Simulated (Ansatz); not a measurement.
Geometry optimisation, RKS PBE-D4/def2-SVP in Ansatz.

The input (input.yaml):

```yaml
crystal:
  periodic: [false, false, false]
  atoms:
    - { symbol: Si, position_ang: [-0.40141, 1.1594, -0.20022] }
    - { symbol: B, position_ang: [0.35802, -0.43783, 0.48298] }
    - { symbol: Si, position_ang: [0.55616, -2.14752, 0.02014] }
    - { symbol: Cl, position_ang: [1.55358, -3.90171, 1.05012] }
    - { symbol: H, position_ang: [0.0937, 1.71932, -1.524] }
    - { symbol: H, position_ang: [-0.26796, 2.39113, 0.66122] }
    - { symbol: H, position_ang: [-1.89208, 1.2172, -0.49023] }
total_charge: -1
basis:
  gaussian: { orbitals: def2-SVP }
hamiltonian:
  xc: pbe
  dispersion: d4
relax:
  f_tol: 0.015
  max_steps: 40
```

Command:

```bash
$ ansatz run input.yaml --threads 1 --pin off --max-ram 2048MiB --backend cpu --events-out ev --progress --plain --runs-dir out
```

Problem. Where does it end, and by what steps?

Solution. The run converged. Limits of this set-up: an anion without diffuse functions, the dipole of an ion depends on the origin. After 8 steps the energy has fallen by 0.192 eV; Cl4 moved furthest, 0.38 Å.

```tsv
step	energy less start (eV)	largest force component (eV/Å)	accepted
0	0.0000	1.705	yes
1	-0.1405	0.861	yes
2	-0.1702	0.080	yes
3	-0.1747	0.063	yes
4	-0.1795	0.191	yes
5	-0.1885	0.094	yes
6	-0.1905	0.067	yes
7	-0.1915	0.022	yes
8	-0.1916	0.013	yes
```

```xyz
7
Properties=species:S:1:pos:R:3
Si -0.448 1.179 -0.281
B 0.278 -0.575 0.250
Si 0.543 -2.362 -0.118
Cl 1.609 -3.626 1.305
H 0.099 1.870 -1.530
H -0.123 2.171 0.831
H -1.958 1.343 -0.457
```

Run time: 55 s on 1 CPU thread of a shared host.
